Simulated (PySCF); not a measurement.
**Computed properties of Al(H)2(SeH) (AlH3Se), SMILES [AlH2][SeH]**

Al(H)2(SeH) (AlH₃Se), SMILES [AlH2][SeH]. The structure is a stationary point at r2SCAN-D4/def2-TZVP. Other conformers were not sampled. All values are computed for the isolated molecule unless a solvent is named; none is compared with measurement here.

**Structure.** The optimised structure has Cs symmetry. All 9 harmonic modes at r2SCAN-D4/def2-TZVP (PySCF) are real, so it is a minimum.

**Vibrations.** The strongest infrared lines (harmonic, unscaled, degenerate partners summed) lie at 765 cm⁻¹ (302 km/mol, H 94 %), 1960 cm⁻¹ (213 km/mol, H 95 %), 569 cm⁻¹ (148 km/mol, H 88 %, Al 11 %). The softest mode is at 352 cm⁻¹ and the zero-point energy is 13.5 kcal/mol.

**Electronic structure.** M06-2X/def2-TZVPD (PySCF) places the frontier levels at -8.49 and -0.93 eV, a gap of 7.56 eV, and gives a dipole moment of 0.89 D and a mean polarisability of 59.9 bohr³.

**Excitations.** TDA-M06-2X/def2-TZVPD (PySCF) has S1 at 5.36 eV (231 nm, f = 0.087, bright); the most intense of the 10 singlets computed lies at 7.45 eV (f = 0.32). T1 (TDA) is at 4.48 eV, 0.88 eV under S1. No vertical singlet excitation falls in the visible range (under 3.1 eV).

**NMR.** GIAO shifts at B3LYP/pcSseg-2 (PySCF) (non-relativistic, atoms alike by connectivity averaged): ¹H from 1.5 to 5.6 ppm against TMS.
